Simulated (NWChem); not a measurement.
**Polarisability of HNP (+1)**

```
P
N 1 1.4867
H 1 1.4416 2 180.00
```
Charge +1, spin multiplicity 1.

Program: NWChem. Structure: optimised with PBE0/def2-SVP, a minimum by its harmonic frequencies.

Basis set: aug-cc-pVDZ. Static limit.

| method | isotropic polarisability (bohr³) | difference from CCSD linear response |
|---|---|---|
| PBE | 24.55 | -0.64 |
| HF | 24.94 | -0.26 |
| B3LYP | 24.60 | -0.59 |
| PBE0 | 24.45 | -0.75 |
| CCSD linear response | 25.19 | 0.00 |

The values span 0.75 bohr³, from PBE0 (lowest) to CCSD linear response (highest). 

The correlated methods keep 6 core orbitals frozen. B3LYP has NWChem's definition, with VWN1-RPA local correlation. The structure started from a generated list of species. Differences from the coupled-cluster row are differences between methods, not errors against experiment.
